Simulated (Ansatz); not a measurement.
A made-up structure of BHIBr, singlet:

| atom | x (Å) | y (Å) | z (Å) |
| --- | --- | --- | --- |
| Br1 | 1.2167 | -0.7182 | -1.3804 |
| B2 | -0.1844 | 0.0569 | -0.0166 |
| I3 | 0.2397 | 0.3362 | 1.8024 |
| H4 | -1.2719 | 0.3252 | -0.4054 |

It is relaxed with PBE-D4/def2-SVP and then PBE0-D4/def2-TZVP (Ansatz 0.2.0). Atoms count as bonded within 1.22 times the sum of their covalent radii (H–H: 0.88 Å). The end point is not checked to be a true minimum.

(1) Does its bonding change? (A judgement: the text doesn't fix the answer.)

Answers

(1) Computed: No: no bond forms or breaks.

Where it ends: The first stage lowers the energy by 0.79 eV in 5 steps. It ends as BHIBr ([Br][BH][I]):
Br1  (1.111, -0.669, -1.318)
B2  (-0.159, 0.028, -0.107)
I3  (0.295, 0.346, 1.922)
H4  (-1.246, 0.296, -0.497)
(Å)

Labels in which every atom is bracketed show which atoms are joined, not bond orders.

For scale, one of the runs: PBE0-D4/def2-TZVP relaxation, 135 basis functions, launched by `ansatz run in.yaml --threads 2 --pin off --events-out ev --progress --plain --max-ram 4352MiB`. Hardware: 2 CPU threads of an Arm Neoverse V1, shared host. Wall time about 20 s.
